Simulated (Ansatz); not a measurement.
**ZrCl4 (zirconium tetrachloride): the energy, rung by rung**

ZrCl4 has 5 atoms, charge 0, and is taken as a singlet. SMILES: `Cl[Zr](Cl)(Cl)Cl`. Geometry: optimised at B3LYP/def2-SVP.

Each level gives the adiabatic ionisation energy (to the doublet cation, shapes relaxed at B3LYP/def2-SVP, no zero-point term) (eV). The values are calculated.

```csv
level,kind,program,value (eV)
SVWN5/def2-SVP (core potential),LDA,Ansatz,11.05
PBE/def2-SVP (core potential),GGA,Ansatz,10.89
B3LYP/def2-SVP (core potential),global hybrid,Ansatz,11.37
PBE0-D4/def2-SVP (core potential),global hybrid,Ansatz,11.62
wB97M-V/def2-SVP (core potential),range-separated hybrid,Ansatz,12.10
B2PLYP/def2-SVP (core potential),double hybrid,Ansatz,11.62
RPA@PBE/def2-SVP (core potential),RPA,Ansatz,10.62
MP2/def2-SVP (core potential),perturbation theory,Ansatz,12.09
```

Spin-orbit coupling, which can split open shells on such heavy atoms by tenths of an eV, is left out. The values span 10.62 to 12.10 eV.
